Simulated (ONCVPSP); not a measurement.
Logarithmic derivatives: F (Z = 9), ONCV

F (Z = 9), optimised norm-conserving Vanderbilt (ONCV), made with ONCVPSP 4.0.1 (PBE, scalar-relativistic). Core [He], reference 2s1 2p6. Waves: 2s: rc 0.80 bohr, ncon 5, nbas 9, qcut 7.2 1/bohr, 1 projector; 2p: rc 1.80 bohr, ncon 3, nbas 6, qcut 8 1/bohr, 2 projectors, debl 3.8 Ha; d scattering state at 0.16 Ha: rc 1.90 bohr, ncon 4, nbas 7, qcut 4.6 1/bohr, 1 projector. Local part: polynomial inside 0.70 bohr (lpopt 5, dvloc0 2 Ha). Core correction: Teter function fitted to the true core (icmod 2), fcfact 0.6.

The phase is arctan(r·R′/R) of the radial function R(r), unwrapped; energies in Ha, scanned from -3 to 5 Ha. A pole is an energy at which the radial function vanishes at the test radius. The pseudo phase is shifted by a multiple of π to meet the all-electron one at the reference energy, and phase errors are pseudo minus all-electron; the curves can meet again beyond the range given. Levels narrower than the energy grid can be missing from the lists of poles.

Problem. For each channel, where are the poles, and over which energies does the pseudopotential scatter like the atom?

Solution.

```tsv
channel	radius (bohr)	reference energy (Ha)	poles, all-electron	poles, pseudo	unbroken range about the reference energy with phases within 0.05 rad	phase error 1 Ha above the reference energy (rad)
s	0.81	-1.12	none	none	the whole range	-0.001
p	1.82	-0.42	-0.13, 4.45	-0.13, 4.46	the whole range	+0.003
d	1.92	0.16	2.96	2.96, 4.62	below 3.5	+0.005
```

Note: no bound ghost flagged; GHOST(+) flagged for d at 112.4 eV.

Phases in the p channel:

```csv
E (Ha),all-electron,pseudo
-2.98,1.273,1.273
-2.76,1.256,1.256
-2.54,1.236,1.237
-2.32,1.213,1.213
-2.10,1.183,1.183
-1.88,1.145,1.145
-1.66,1.093,1.094
-1.44,1.017,1.018
-1.22,0.894,0.896
-1.00,0.657,0.659
-0.78,0.097,0.099
-0.56,-0.820,-0.820
-0.34,-1.341,-1.341
-0.12,-1.580,-1.580
0.10,-1.729,-1.728
0.32,-1.851,-1.849
0.54,-1.978,-1.975
0.76,-2.136,-2.131
0.98,-2.363,-2.354
1.20,-2.712,-2.698
1.42,-3.193,-3.178
1.64,-3.660,-3.649
1.86,-3.983,-3.977
2.08,-4.184,-4.181
2.30,-4.315,-4.313
2.52,-4.405,-4.404
2.74,-4.471,-4.471
2.96,-4.522,-4.522
3.18,-4.563,-4.563
3.40,-4.597,-4.597
3.62,-4.626,-4.626
3.84,-4.651,-4.651
4.06,-4.675,-4.674
4.28,-4.696,-4.695
4.50,-4.717,-4.715
4.72,-4.737,-4.735
4.94,-4.757,-4.755
```
